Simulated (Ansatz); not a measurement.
Relaxation of H₉PSiSn (12 atoms, charge 0, multiplicity 1), to a largest force component of 0.03 eV/Å in at most 50 steps.

Computed with RKS PBE0-D4/def2-SVP in Ansatz 0.2.0.

```xyz
12
Properties=species:S:1:pos:R:3
Sn -1.485 -1.086 -0.434
Si 0.866 1.740 0.544
H -2.530 -1.934 -1.495
H -2.120 -1.159 1.155
H -1.414 0.552 -0.934
H 1.105 0.359 0.169
P 0.710 -2.232 -0.461
H -0.325 1.810 1.442
H 0.619 2.567 -0.674
H 2.055 2.277 1.275
H 1.182 -1.613 0.730
H 1.337 -1.280 -1.317
```

Where does it end, and by what steps?

The forces met the threshold. The force dipped under the threshold on the way, but the program's further checks kept it going. After 12 steps the energy has fallen by 0.192 eV; H12 moved furthest, 0.85 Å.

```json
{"step": "0", "energy less start (eV)": "0.0000", "largest force component (eV/Å)": "0.957", "accepted": "yes"}
{"step": "1", "energy less start (eV)": "-0.1252", "largest force component (eV/Å)": "0.283", "accepted": "yes"}
{"step": "2", "energy less start (eV)": "-0.1307", "largest force component (eV/Å)": "0.380", "accepted": "yes"}
{"step": "3", "energy less start (eV)": "-0.1690", "largest force component (eV/Å)": "0.057", "accepted": "yes"}
{"step": "4", "energy less start (eV)": "-0.1818", "largest force component (eV/Å)": "0.056", "accepted": "yes"}
{"step": "5", "energy less start (eV)": "-0.1846", "largest force component (eV/Å)": "0.089", "accepted": "yes"}
{"step": "6", "energy less start (eV)": "-0.1850", "largest force component (eV/Å)": "0.306", "accepted": "yes"}
{"step": "7", "energy less start (eV)": "-0.1911", "largest force component (eV/Å)": "0.013", "accepted": "yes"}
{"step": "8", "energy less start (eV)": "-0.1914", "largest force component (eV/Å)": "0.016", "accepted": "yes"}
{"step": "9", "energy less start (eV)": "-0.1908", "largest force component (eV/Å)": "0.096", "accepted": "no"}
{"step": "10", "energy less start (eV)": "-0.1920", "largest force component (eV/Å)": "0.038", "accepted": "yes"}
{"step": "11", "energy less start (eV)": "-0.1918", "largest force component (eV/Å)": "0.067", "accepted": "no"}
{"step": "12", "energy less start (eV)": "-0.1923", "largest force component (eV/Å)": "0.019", "accepted": "yes"}
```

```xyz
12
Properties=species:S:1:pos:R:3
Sn -1.559 -1.246 -0.473
Si 0.982 2.115 0.683
H -2.603 -1.870 -1.679
H -2.322 -1.351 1.057
H -1.214 0.398 -0.824
H 1.617 0.801 0.369
P 0.519 -2.672 -0.412
H -0.177 1.898 1.601
H 0.510 2.755 -0.580
H 1.982 3.000 1.348
H 1.190 -1.781 0.483
H 1.076 -2.045 -1.571
```

Whether the end is a true minimum wasn't checked by a vibrational analysis.

Run time: 42 s on 2 threads of Arm Neoverse V1, on a shared host, peak memory 0.26 GiB.
